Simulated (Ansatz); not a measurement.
A run for Ansatz (a quantum-chemistry and plane-wave program): R-r2SCAN/def2-TZVPPD on C2H6OSi (a complex). Files ending in .json are basis or fitting sets from the Basis Set Exchange.

Ansatz 0.2 input:
```yaml
crystal:
  periodic: [false, false, false]
  atoms:
    - {symbol: C, position_ang: [-1.51545864, 1.37846351, 0.75122853]}
    - {symbol: C, position_ang: [-0.56332081, 0.70776336, 0.43583967]}
    - {symbol: Si, position_ang: [0.87950428, -0.31372284, -0.05537086]}
    - {symbol: H, position_ang: [-2.35654803, 1.97344578, 1.01763644]}
    - {symbol: H, position_ang: [0.53573615, -1.74234411, 0.06396102]}
    - {symbol: H, position_ang: [1.20314508, 0.01137719, -1.46203965]}
    - {symbol: H, position_ang: [2.02923032, 0.02806532, 0.80506116]}
    - {symbol: O, position_ang: [-0.05164859, -0.78769725, 3.15028251]}
    - {symbol: H, position_ang: [0.53352863, -0.14097364, 3.55819322]}
    - {symbol: H, position_ang: [-0.66421569, -0.26450620, 2.61763781]}
basis:
  gaussian:
    orbitals: def2-TZVPPD.json
hamiltonian:
  xc: {name: r2SCAN}
scf: {lower_state_search: off}
```

Output:

```
WARN ansatz: RAYON_NUM_THREADS=1 ignored (pool sized by the plan → 1); use --threads N
Functional definition: r2SCAN
these checks for a lower state are left out or cut short: stability, starts, cluster_reference, orbital_swaps, neighbouring_geometries, increment
integrals: 0.18 GiB planned
1191 factors; their error is unknown
mean field: 1.34 GiB planned
mean field evaluation 1: about -12083.7059 eV, gradient 7.1e1 eV
mean field evaluation 2: about -12065.7787 eV, gradient 1.2e2 eV
mean field evaluation 4: about -12093.3388 eV, gradient 8.7e0 eV
mean field evaluation 8: about -12093.5291 eV, gradient 3.0e-1 eV
mean field evaluation 16: about -12093.5016 eV, gradient 1.2e-4 eV
mean field -12093.50157545 eV, -444.4279856279 hartree, gradient 1.0e-5 eV, S^2 0.000000; 0 other end points of the search recorded, 0 dependent functions left out
reference -12093.50159248 eV, -444.4279862538 hartree; 20, 20 occupied and 244, 244 virtual orbitals, 1191 factors
Total energy: -12093.50159248 eV, -444.4279862538 hartree
Checks for a lower state left out: stability, starts, cluster_reference, orbital_swaps, neighbouring_geometries, increment
```

Self-consistency was reached.

Cost: about 5 core-seconds (a rough figure).
